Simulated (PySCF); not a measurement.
**XPS shifts beside NMR shieldings**

Species: SiHMe2(nBu), C₆H₁₆Si.
Cartesian coordinates in Å at the PBE0-D3(BJ)/def2-SVP level; atoms count from 1:
```xyz
23
C6H16Si angstrom
Si     1.0284    1.3460    0.3258
H      1.2586    1.2543    1.8076
C      2.6890    1.5384   -0.5390
H      3.3455    0.6809   -0.3227
H      3.2102    2.4513   -0.2110
H      2.5591    1.5968   -1.6315
C     -0.0682    2.8371   -0.0196
H      0.4171    3.7694    0.3093
H     -1.0324    2.7584    0.5061
H     -0.2766    2.9271   -1.0980
C      0.1908   -0.2466   -0.2489
C     -1.1575   -0.5382    0.4084
C     -1.8413   -1.8179   -0.0709
C     -1.0777   -3.0960    0.2403
H      0.0715   -0.1920   -1.3474
H      0.8995   -1.0737   -0.0665
H     -1.0295   -0.5884    1.5054
H     -1.8413    0.3096    0.2288
H     -2.8429   -1.8748    0.3893
H     -2.0150   -1.7463   -1.1598
H     -1.6337   -3.9856   -0.0926
H     -0.0961   -3.1206   -0.2581
H     -0.9004   -3.1997    1.3233
```

Binding energies: delta-SCF UKS SCAN, pcX-2 on the ionised atom, pcseg-1 elsewhere, spin-free X2C in PySCF 2.14.0. Shieldings: GIAO B3LYP/pcSseg-1, non-relativistic, same geometry.

```
atom  C 1s (eV)
  C3     289.90
 C11     289.68
 C12     290.31
 C13     290.33
 C14     290.39
```

Problem. What are the absolute isotropic shieldings of these atoms?

Solution. 
| atom | environment | C 1s (eV) | isotropic shielding (ppm) |
| --- | --- | --- | --- |
| C11 | carbon bonded to C, Si and 2 H | 289.68 | 164.1 |
| C3 | carbon bonded to Si and 3 H | 289.90 | 182.0 |
| C12 | carbon bonded to 2 C and 2 H | 290.31 | 149.8 |
| C13 | carbon bonded to 2 C and 2 H | 290.33 | 149.9 |
| C14 | carbon bonded to C and 3 H | 290.39 | 165.2 |

By binding energy: C11 < C3 < C12 ≈ C13 < C14. By shielding: C12 ≈ C13 < C11 < C14 < C3.

Of atoms equivalent by bonding only the ionised one is listed; its partners' own values can differ in this conformer. Isolated species at its PBE0-D3(BJ)/def2-SVP geometry (one conformer only).
